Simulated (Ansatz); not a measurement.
The cluster CaTe2⁺. The state is a doublet with charge 1. Geometry r2SCAN-D4/def2-TZVP; atoms count from 1.

Cartesian coordinates in Å:
```
Ca 0.100 1.064 -1.360
Te 0.126 0.508 1.507
Te -0.226 -1.573 -0.147
```

In the def2 sets Te takes a core potential; there is no spin–orbit coupling. The structure comes from a short search, and lower isomers may exist.

Question: Estimate the Mulliken populations from the PBE0/def2-TZVP orbitals of Ansatz.

Answer: 
| atom | charge (e) | spin (α − β) |
| --- | --- | --- |
| Ca1 | 1.14 | -0.03 |
| Te2 | -0.07 | 0.51 |
| Te3 | -0.07 | 0.51 |
Mulliken values depend strongly on the basis.

Question: Where does the spin sit?

Answer: Summed by element: Ca -0.03, Te 1.03, of 1 unpaired in all. Largest on single atoms: Te2 0.51, Te3 0.51, Ca1 -0.03.

Question: And the Mayer bond orders between heavy atoms (over 0.3)?

Answer: Ca1–Te2 0.75 (2.92 Å); Ca1–Te3 0.75 (2.92 Å); Te2–Te3 1.45 (2.68 Å).
